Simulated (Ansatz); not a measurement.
The cluster Ge2Te3. The state is a singlet with charge 0. Geometry B3LYP-D4/def2-SVP; atoms count from 1.

Cartesian coordinates in Å:
```
Ge 1.962 -0.514 -0.855
Ge -0.732 1.411 0.414
Te -2.179 -0.827 0.661
Te -0.718 -0.519 -1.683
Te 1.667 0.449 1.463
```

In the def2 sets Te takes a core potential; there is no spin–orbit coupling. Another isomer (singlet) lies 0.29 eV lower at PBE0-D4/def2-TZVP; other spin states weren't run for this one.

(1) Estimate the Mulliken populations from the PBE0/def2-TZVP orbitals of Ansatz.

(2) And the Mayer bond orders between heavy atoms (over 0.3)?

Results:

(1) 
```tsv
atom	charge (e)
Ge1	0.23
Ge2	0.20
Te3	-0.13
Te4	-0.09
Te5	-0.21
```
Mulliken values depend strongly on the basis.

(2) Ge1–Te4 0.82 (2.81 Å); Ge1–Te5 1.50 (2.53 Å); Ge2–Te3 0.98 (2.68 Å); Ge2–Te4 0.67 (2.85 Å); Ge2–Te5 0.84 (2.79 Å); Te3–Te4 1.06 (2.78 Å).
